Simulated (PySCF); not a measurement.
These 4 structures share the formula C8H17N. Level of theory: PBE0-D3(BJ)/def2-SVP geometry optimisation, gas phase (PySCF 2.14.0). One conformer each; no zero-point energy, no entropy. No frequencies were run at this level. Point groups hold within 0.08 Å.

Task: Order them by energy at this level, lowest first, and give relative energies in kcal/mol.
A. `[CH3:1][CH2:2][CH2:3][CH2:4][N:5]1[CH2:6][CH2:7][CH2:8][CH2:9]1` with C1–C2–C3–C4 179°, C2–C3–C4–N5 174°, C3–C4–N5–C6 66°, C4–N5–C6–C7 167°, N5–C6–C7–C8 -18°, C6–C7–C8–C9 -8°, C7–C8–C9–N5 31°
B. `[CH3:1][C:2]1([CH3:3])[CH2:4][CH2:5][CH2:6][CH2:7][NH:8][CH2:9]1` with C1–C2–C4–C5 159°, C2–C4–C5–C6 -86°, C4–C5–C6–C7 68°, C5–C6–C7–N8 -51°
C. `[CH3:1][N:2]([CH3:3])[CH:4]1[CH2:5][CH2:6][CH2:7][CH2:8][CH2:9]1` with C1–N2–C4–C5 70°, N2–C4–C5–C6 174°, C4–C5–C6–C7 56°, C5–C6–C7–C8 -55°, C6–C7–C8–C9 55°
D. `[CH3:1][N:2]([CH:3]1[CH2:4][CH2:5]1)[C:6]([CH3:7])([CH3:8])[CH3:9]` with C1–N2–C3–C4 -70°

Result: B (0.0), C (1.9), A (5.1), D (27.8).

As drawn, the lowest has an N–H bond and a quaternary carbon, which the highest lacks; the highest has a three-membered ring, which the lowest lacks. Neighbours under 2.5 kcal/mol apart (CC1(C)CCCCNC1 and CN(C)C1CCCCC1) can change places with a better method, another conformer or zero-point energy.

```
           SMILES      E (Eh)  E rel (kcal/mol)  dipole (D)  point group       A, B, C (MHz)
    CC1(C)CCCCNC1  -369.15244               0.0        0.88           C1    2413, 1313, 1095
    CN(C)C1CCCCC1  -369.14948               1.9        0.49           C1   2968, 1040, 933.2
      CCCCN1CCCC1  -369.14426               5.1        0.35           C1  4840, 639.8, 592.2
CN(C1CC1)C(C)(C)C  -369.10821              27.8        0.50           C1    2440, 1247, 1051
```

Task: As an exercise, what shares would exp(−E/RT) give at 298.15 K from these electronic energies alone (no entropy, no degeneracies)?

Result: RT = 0.592 kcal/mol: CC1(C)CCCCNC1 95.8 %, CN(C)C1CCCCC1 4.2 %, CCCCN1CCCC1 under 0.1 %, CN(C1CC1)C(C)(C)C under 0.1 %.
